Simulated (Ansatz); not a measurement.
`[OH][W]([OH])([Cl])([Cl])([Cl])[Cl]` + `FC1=CCC1F` → `[OH][W]([OH])([F])([Cl])([Cl])[Cl]` + `FC1=CCC1Cl`  (formal exchange of groups at a W–Cl bond)

Program: Ansatz. Geometries: PBE0-D4/def2-TZVP. ΔE: electronic, gas phase. CCSD(T)/CBS adds triple-zeta CCSD(T) − MP2 to the extrapolated MP2 energy (def2 sets, frozen cores). DFT in def2-TZVPP. B3LYP here is the variant with VWN-RPA as its local correlation; programs differ in this. Elements past krypton have def2 core potentials. For W outer-core shells are correlated without core-valence functions, which leaves a few kJ/mol of doubt a bond. One conformer a species, not always the lowest.

```
             level  ΔE (kJ/mol)
           PBE0-D4        -30.3
            r2SCAN        -36.3
             B3LYP        -35.7
     HF/def2-TZVPP        -39.5
   CCSD/def2-TZVPP        -36.3
CCSD(T)/def2-TZVPP        -33.2
     HF/def2-QZVPP        -39.9
SCS-MP2/def2-QZVPP        -29.6
```

(1) What does CCSD(T)/CBS give? (Estimate.)

Largest T1 diagnostic among the species: 0.023, so the coupled-cluster value is less sure than usual.

## Answers

(1) The calculation gave: -31.5 kJ/mol. The listed levels differ from it by 1.2, -4.8, -4.2, -8.0, -4.8, -1.7, -8.4, 1.9 kJ/mol.

In def2-TZVPP, CCSD(T) changes the Hartree–Fock value by +6.4 kJ/mol (the triples alone add +3.2 kJ/mol) and MP2 by +13.2 kJ/mol. The D4 term adds +3.5 kJ/mol with B3LYP and +1.9 kJ/mol with PBE0; it sums over pairs of atoms, weighted by their polarisabilities, and B3LYP, whose exchange is more repulsive, gets the larger term.
